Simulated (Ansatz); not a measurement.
`[F][GeH]([F])[F]` and `C[N](C)[Ge]([F])([F])[F]` differ in one atom or group.

Ansatz, PBE0-D4/def2-TZVP geometries, multiplicity 1. Each molecule was computed in one conformer, which needn't be the lowest.

Scalar relativity is left out up to krypton.

| property | `[F][GeH]([F])[F]` |
| --- | --- |
| size of the dipole moment (ωB97M-V/def2-TZVPP) / D | 2.45 |
| ideal-gas entropy at 298 K and 1 bar (rigid rotor, harmonic PBE0-D4/def2-TZVP) / J/(mol·K) | 295 |
| LUMO energy (PBE/def2-TZVPP) / eV | -1.58 |
| HOMO–LUMO gap (PBE0/def2-TZVPP) / eV | 10.89 |
| HOMO–LUMO gap (B3LYP/def2-TZVPP) / eV | 10.23 |
| HOMO energy (B3LYP/def2-TZVPP) / eV | -11.11 |

Problem. Give the same properties after the change, and the shifts. (An estimate is asked.)

Solution. Ansatz gave: 
| property | `C[N](C)[Ge]([F])([F])[F]` | shift |
| --- | --- | --- |
| size of the dipole moment (ωB97M-V/def2-TZVPP) / D | 3.56 | 1.11 |
| ideal-gas entropy at 298 K and 1 bar (rigid rotor, harmonic PBE0-D4/def2-TZVP) / J/(mol·K) | 406 | 111 |
| LUMO energy (PBE/def2-TZVPP) / eV | -1.57 | 0.01 |
| HOMO–LUMO gap (PBE0/def2-TZVPP) / eV | 7.00 | -3.89 |
| HOMO–LUMO gap (B3LYP/def2-TZVPP) / eV | 6.40 | -3.83 |
| HOMO energy (B3LYP/def2-TZVPP) / eV | -7.23 | 3.88 |

The zero-point energy changes by 196.0 kJ/mol with +24 modes. Dipoles are sizes alone; their direction can turn. Modes under 60 cm⁻¹, often nearly free rotors, make the harmonic entropy too high.

B3LYP here is the variant with VWN-RPA as its local correlation; programs differ in this.
